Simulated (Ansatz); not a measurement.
A run for Ansatz (a program for electronic structure): R-wB97X-V/def2-TZVPP on CH5BOSe (SMILES COB[SeH]), a point of a torsion scan.

Ansatz 0.2 input:
```yaml
crystal:
  periodic: [false, false, false]
  atoms:
    - {symbol: C, position_ang: [-1.12856289, -0.57709994, 0.05570578]}
    - {symbol: O, position_ang: [-0.47544781, -1.02516715, -1.10611166]}
    - {symbol: B, position_ang: [0.81927412, -1.27704927, -1.21960100]}
    - {symbol: Se, position_ang: [1.37105600, -1.87672591, -2.96291612]}
    - {symbol: H, position_ang: [-0.42921386, -0.45412212, 0.88595162]}
    - {symbol: H, position_ang: [-1.89367191, -1.30772330, 0.32635145]}
    - {symbol: H, position_ang: [-1.60842714, 0.37893236, -0.16375217]}
    - {symbol: H, position_ang: [1.61409665, -1.16217914, -0.36177025]}
    - {symbol: H, position_ang: [0.07076578, -1.83279855, -3.56911130]}
basis:
  gaussian:
    orbitals: def2-TZVPP
hamiltonian:
  xc: {name: wB97X-V}
scf: {lower_state_search: off}
```

What total energy does the run end on?

-2542.5861 hartree.

How many basis functions does it have, and what does it roughly cost on one machine?

211 functions; about 14 core-seconds (a rough figure).
